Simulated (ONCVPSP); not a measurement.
What one change does to a pseudopotential (gallium (Ga), ONCV)

Ga (Z = 31), optimised norm-conserving Vanderbilt (ONCV), made with ONCVPSP 4.0.1 (LDA (Perdew-Zunger), scalar-relativistic). Core [Ne], reference 3s2 3p6 3d10 4s2 (charge +1). Waves: 3s+4s: rc 0.90 bohr, ncon 4, nbas 7, qcut 15.3 1/bohr, 2 projectors; 3p: rc 0.75 bohr, ncon 4, nbas 9, qcut 10.7 1/bohr, 3 projectors, debl 2.6 Ha; 3d: rc 0.65 bohr, ncon 3, nbas 7, qcut 12.3 1/bohr, 1 projector. Local part: polynomial inside 0.40 bohr (lpopt 5, dvloc0 -1 Ha). Core correction: polynomial model core, fcfact 0.45.

In the p channel the program set the typed energies aside and used -3.933, 0.250, 2.850 Ha.

Change: all radii but the core radius scaled by about 0.90 (s 0.82, p 0.68, d 0.58 bohr); local potential polynomial inside 0.36 bohr (lpopt 5, dvloc0 -1 Ha).

Cutoffs: the cutoffs (Ha) at which the residual kinetic energy of the hardest occupied pseudo-wave falls to 1 and 0.1 mHa per electron; they do not see the model core or the augmentation charge, which bear on the density cutoff. Errors are all-electron minus pseudo energies relative to the spin-unpolarised reference configuration.

Task: What does the change do?

Result: A bound ghost appears in p, which as a rule spoils a file; of the 4 tests that both files solve, the error grows in 1 and shrinks in 0 by more than 15 % and 0.3 meV (median size 1.5 → 1.9 meV).

```tsv
quantity	base	changed
bound ghosts	none	p
GHOST(+) flags under 300 eV	none	s at 155.7 eV
error for 3s2 3p6 3d10 4s2 4p1, meV [ΔE -5.89 eV]	+0.6	+0.6
error for 3s2 3p6 3d10 4s1, meV [ΔE 21.50 eV]	-1.3	-1.5
error for 3s2 3p6 3d10 4s0, meV [ΔE 53.10 eV]	-1.7	-2.4
error for 3s2 3p6 3d9 4s0, meV [ΔE 117.33 eV]	-73	-78
rms error of d²Exc/dni dnj with the model core, mHa	1.25	1.15
```

 A true bound ghost makes a file unfit for plane-wave use even where its test errors are small: the radial tests pick states by their node count and pass the ghost by.
